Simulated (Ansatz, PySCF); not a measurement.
Torsion H4–N1–Si2–F3 in FH2NSi (SMILES N[Si]F); at each angle all else is relaxed with GFN2-xTB, and the levels are single points there.
Geometry at 0° (charge 0, multiplicity 1):
```csv
atom,x (Å),y (Å),z (Å)
N,-0.5838,-0.0250,0.0588
Si,0.9204,-0.7566,0.3836
F,1.6580,0.6346,0.8699
H,-0.7630,0.9621,0.1883
H,-1.3882,-0.5215,-0.2810
```

On the grid 0° to 330°, 90° is the highest and 0° the lowest point at CCSD(T)/CBS(cc-pV(T+d)Z, cc-pV(Q+d)Z).

Cores are frozen in the correlated methods. CBS(a, b) extrapolates the correlation energy as X⁻³ and adds the Hartree–Fock energy of set b. Rows in 3-21G, 6-31G* carry no dispersion term and start afresh at each structure (6-31G* with six Cartesian d functions).

Run with Ansatz (a first-principles code) with Gaussian orbitals; PySCF for 3-21G rows, 6-31G* rows, the dispersion terms. 

```json
[
 {"level": "HF/3-21G", "energy at 90° less that at 0° (kcal/mol)": "18.14"},
 {"level": "HF/6-31G*", "energy at 90° less that at 0° (kcal/mol)": "14.76"},
 {"level": "SVWN5/def2-TZVPP", "energy at 90° less that at 0° (kcal/mol)": "13.85"},
 {"level": "r2SCAN/def2-TZVPP", "energy at 90° less that at 0° (kcal/mol)": "___"},
 {"level": "B3LYP-D4/def2-TZVPP", "energy at 90° less that at 0° (kcal/mol)": "13.52"},
 {"level": "wB97X-V/def2-TZVPP", "energy at 90° less that at 0° (kcal/mol)": "13.58"},
 {"level": "MP2/cc-pV(Q+d)Z", "energy at 90° less that at 0° (kcal/mol)": "13.87"},
 {"level": "CCSD(T)/cc-pV(T+d)Z", "energy at 90° less that at 0° (kcal/mol)": "13.66"},
 {"level": "CCSD(T)/CBS(cc-pV(T+d)Z, cc-pV(Q+d)Z)", "energy at 90° less that at 0° (kcal/mol)": "13.47"}
]
```

Q: Some entries are withheld; supply them.

A: 
- r2SCAN/def2-TZVPP, energy at 90° less that at 0° (kcal/mol): 14.29
